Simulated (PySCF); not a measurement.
# $^{15}$N chemical shifts

Method: NMR shieldings at PBE0/pcSseg-1/GIAO, structure optimised with GFN2-xTB, in PySCF (single conformer, fast rotation and ring inversion assumed for equivalent nuclei, isolated molecule, non-relativistic Hamiltonian).

Shieldings were converted by a linear fit to measured shifts: $^{15}$N (scatter 6.3 ppm rms vs CH3NO2, solution or neat liquid). A few per cent of atoms miss by over 2 rms, more outside the fitted compound classes.

(1) Give the $^{15}$N shifts of `N#Cc1nnn2ccccc12`.

(2) Order these by $^{15}$N shift, lowest first.
A. CCN(C)[SiH2]S
B. N#CC1(F)[SiH2]CCC[SiH2]1
C. N#C[C@@]1([SiH2]F)CCC[SiH2]1

## Answers

(1) 
```
                                                          compound                             environment  δ (ppm)
[N:1]#[C:2][c:3]1[n:4][n:5][n:6]2[cH:7][cH:8][cH:9][cH:10][c:11]12  N4: pyridine-type nitrogen of an azole    -18.9
[N:1]#[C:2][c:3]1[n:4][n:5][n:6]2[cH:7][cH:8][cH:9][cH:10][c:11]12  N5: pyridine-type nitrogen of an azole    -50.0
[N:1]#[C:2][c:3]1[n:4][n:5][n:6]2[cH:7][cH:8][cH:9][cH:10][c:11]12                    N1: nitrile nitrogen    -90.4
[N:1]#[C:2][c:3]1[n:4][n:5][n:6]2[cH:7][cH:8][cH:9][cH:10][c:11]12          N6: pyrrole-type ring nitrogen   -132.4
```

(2) A (-361.3 ppm, nitrogen bonded to 2 C, Si), C (-123.1 ppm, nitrile nitrogen), B (-92.1 ppm, nitrile nitrogen).
